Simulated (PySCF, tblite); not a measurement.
Isomers of C6H13OP, one GFN2-xTB conformer each. Single-point energies are computed at PBE0/pcSseg-1 (PySCF, gas phase, no added dispersion term), electronic only.

Question: Rank them by PBE0/pcSseg-1 energy, lowest first (kcal/mol).
A. `[CH3:1][O:2][CH2:3][CH2:4][PH:5][CH:6]1[CH2:7][CH2:8]1` with C1–O2–C3–C4 -175°, O2–C3–C4–P5 35°, C3–C4–P5–C6 179°, C4–P5–C6–C7 -96°
B. `[CH3:1][C:2](=[O:3])[CH2:4][PH:5][CH:6]([CH3:7])[CH3:8]` with C1–C2–C4–P5 -77°, C2–C4–P5–C6 -153°, C4–P5–C6–C7 165°
C. `[CH2:1]=[CH:2][P@@H:3](=[O:4])[C@@H:5]([CH3:6])[CH2:7][CH3:8]` with C1–C2–P3–O4 -6°, C2–P3–C5–C6 64°, P3–C5–C7–C8 -63°
D. `CC(C)(C)P1(=O)CC1`
E. `[CH3:1][C@@H:2]1[CH2:3][CH2:4][P@@H:5](=[O:6])[C@@H:7]1[CH3:8]` with C1–C2–C3–C4 -178°, C2–C3–C4–P5 35°, C3–C4–P5–O6 -134°, C4–P5–C7–C8 105°
F. `[CH3:1][CH2:2][C@@H:3]1[CH2:4][P@H:5](=[O:6])[C@H:7]1[CH3:8]` with C1–C2–C3–C4 -67°, C2–C3–C4–P5 -141°, C3–C4–P5–O6 138°, C4–P5–C7–C8 -138°, C2–C3–C7–P5 141°
G. `[CH3:1][P@@H:2](=[O:3])[CH:4]1[CH2:5][CH2:6][CH2:7][CH2:8]1` with C1–P2–C4–C5 82°, P2–C4–C5–C6 90°, C4–C5–C6–C7 1°, C5–C6–C7–C8 25°, C6–C7–C8–C4 -41°
H. `[CH3:1][C@H:2]1[CH2:3][CH2:4][P@H:5](=[O:6])[CH2:7][CH2:8]1` with C1–C2–C3–C4 -172°, C2–C3–C4–P5 -59°, C3–C4–P5–O6 175°, C4–P5–C7–C8 -48°

Answer: H (0.0), E (5.4), G (6.6), F (16.7), B (21.9), C (27.2), D (28.8), A (56.8).

As drawn, the lowest has a P=O bond, which the highest lacks; the highest has a three-membered ring, which the lowest lacks. Neighbours under 2.5 kcal/mol apart (C[C@@H]1CC[P@@H](=O)[C@@H]1C and C[P@@H](=O)C1CCCC1; C=C[P@@H](=O)[C@@H](C)CC and CC(C)(C)P1(=O)CC1) can change places with a better method, another conformer or zero-point energy. GFN2-xTB itself gives, in the same order: 0.0, 3.3, 2.8, 18.2, 54.8, 32.8, 39.8, 73.1. Both levels put the same isomer lowest; measured from each level's own lowest isomer, the values differ by up to 32.9 kcal/mol (CC(=O)CPC(C)C: 54.8 against 21.9).

Which frontier levels, dipoles and rotational constants go with these structures?

```json
{"SMILES": "C[C@H]1CC[P@H](=O)CC1", "HOMO (eV, PBE0/pcSseg-1)": "-7.36", "LUMO (eV)": "0.92", "dipole (D)": "4.56", "A, B, C (MHz)": "3696, 1130, 930.3"}
{"SMILES": "C[C@@H]1CC[P@@H](=O)[C@@H]1C", "HOMO (eV, PBE0/pcSseg-1)": "-7.30", "LUMO (eV)": "0.85", "dipole (D)": "4.33", "A, B, C (MHz)": "2643, 1384, 1131"}
{"SMILES": "C[P@@H](=O)C1CCCC1", "HOMO (eV, PBE0/pcSseg-1)": "-7.50", "LUMO (eV)": "1.02", "dipole (D)": "3.96", "A, B, C (MHz)": "2973, 1299, 1080"}
{"SMILES": "CC[C@@H]1C[P@H](=O)[C@H]1C", "HOMO (eV, PBE0/pcSseg-1)": "-7.48", "LUMO (eV)": "1.05", "dipole (D)": "4.30", "A, B, C (MHz)": "2749, 1114, 871.1"}
{"SMILES": "CC(=O)CPC(C)C", "HOMO (eV, PBE0/pcSseg-1)": "-7.14", "LUMO (eV)": "-0.49", "dipole (D)": "2.77", "A, B, C (MHz)": "3617, 771.0, 750.7"}
{"SMILES": "C=C[P@@H](=O)[C@@H](C)CC", "HOMO (eV, PBE0/pcSseg-1)": "-7.57", "LUMO (eV)": "-0.58", "dipole (D)": "3.66", "A, B, C (MHz)": "2918, 1154, 932.0"}
{"SMILES": "CC(C)(C)P1(=O)CC1", "HOMO (eV, PBE0/pcSseg-1)": "-6.92", "LUMO (eV)": "0.97", "dipole (D)": "4.00", "A, B, C (MHz)": "2405, 1489, 1274"}
{"SMILES": "COCCPC1CC1", "HOMO (eV, PBE0/pcSseg-1)": "-6.54", "LUMO (eV)": "1.13", "dipole (D)": "1.85", "A, B, C (MHz)": "5224, 729.2, 676.7"}
```

What happens when harmonic zero-point energies from GFN2-xTB frequencies are added?

| SMILES | ZPE (kcal/mol) | electronic (kcal/mol) | with ZPE (kcal/mol) |
| --- | --- | --- | --- |
| C[C@H]1CC[P@H](=O)CC1 | 113.1 | 0.0 | 0.0 |
| C[C@@H]1CC[P@@H](=O)[C@@H]1C | 112.9 | 5.4 | 5.1 |
| C[P@@H](=O)C1CCCC1 | 112.6 | 6.6 | 6.1 |
| CC[C@@H]1C[P@H](=O)[C@H]1C | 112.1 | 16.7 | 15.7 |
| CC(=O)CPC(C)C | 109.8 | 21.9 | 18.7 |
| C=C[P@@H](=O)[C@@H](C)CC | 110.5 | 27.2 | 24.6 |
| CC(C)(C)P1(=O)CC1 | 111.5 | 28.8 | 27.2 |
| COCCPC1CC1 | 110.6 | 56.8 | 54.3 |

The zero-point energies span 3.3 kcal/mol. The order is unchanged.
